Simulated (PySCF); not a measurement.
Compound: C2H7F3Si2.
SMILES with atom numbers: `[CH3:1][SiH2:2][SiH2:3][C:4]([F:5])([F:6])[F:7]` (hydrogens: H8, H9, H10 on C1; H11, H12 on Si2; H13, H14 on Si3)

Cartesian coordinates in Å at the GFN2-xTB level; atoms count from 1:
```xyz
14
C2H7F3Si2 angstrom
C      2.0270    0.0907    0.6412
Si     1.0470   -0.7197   -0.7715
Si    -0.9953    0.3562   -1.0420
C     -1.9288    0.2010    0.6640
F     -3.1555    0.7548    0.6649
F     -2.0997   -1.0877    1.0383
F     -1.2552    0.7874    1.6808
H      2.2088    1.1440    0.4431
H      2.9920   -0.3887    0.7820
H      1.4864    0.0255    1.5819
H      0.8769   -2.1520   -0.4896
H      1.8078   -0.6044   -2.0246
H     -1.9875   -0.2169   -1.9545
H     -1.0244    1.8093   -1.2361
```

Method used: TDDFT PBE0/def2-SVPD, vertical, gas phase, core orbitals frozen in the response in PySCF 2.14.0, density-fitted response routines.

Ground-to-excited transition dipoles (e·a0, same axes as the geometry; the sign carries no meaning), for the states with f of 0.002 or more among the lowest 7:

| state | E (hartree) | μx | μy | μz |
| --- | --- | --- | --- | --- |
| S1 | 0.2633 | -0.146 | 0.120 | -0.482 |
| S2 | 0.2679 | 0.065 | -0.333 | -0.064 |
| S3 | 0.2845 | 0.264 | 0.074 | -0.181 |
| S4 | 0.2887 | -0.211 | -0.025 | 0.028 |
| S5 | 0.2943 | -0.273 | -0.389 | -0.540 |
| S6 | 0.2989 | -0.325 | -0.215 | 0.089 |
| S7 | 0.3003 | 0.366 | -0.138 | 0.186 |

Problem. What oscillator strength does each state have?

Solution. f = (2/3) ΔE |μ|² with ΔE in hartree (27.2114 eV).

| state | \|μ\|² (au) | \|μ\| (D) | f |
| --- | --- | --- | --- |
| S1 | 0.268 | 1.31 | 0.047 |
| S2 | 0.119 | 0.88 | 0.021 |
| S3 | 0.108 | 0.83 | 0.020 |
| S4 | 0.046 | 0.54 | 0.009 |
| S5 | 0.517 | 1.83 | 0.101 |
| S6 | 0.160 | 1.02 | 0.032 |
| S7 | 0.187 | 1.10 | 0.037 |

Problem. What angle do the transition dipoles of S6 and S7 make?

Solution. |cos θ| = |μa·μb| / (|μa| |μb|) = 0.42, so θ ≈ 65° (taken between 0 and 90°, since the signs are arbitrary).

Problem. How is the summed strength of these states shared among x, y and z?

Solution. (2/3) Σ ΔE μα² gives 0.089 for x, 0.066 for y and 0.114 for z, 0.268 in all.

Problem. What peak molar absorption coefficient would the strongest computed level give as a lone Gaussian band 0.4 eV wide at half height?

Solution. ε(max) = 2.175×10⁸ f / FWHM, with the width in cm⁻¹. S5: 2.175×10⁸ × 0.1014 / 3226 ≈ 6800 L mol⁻¹ cm⁻¹.

One conformer stands for the species.
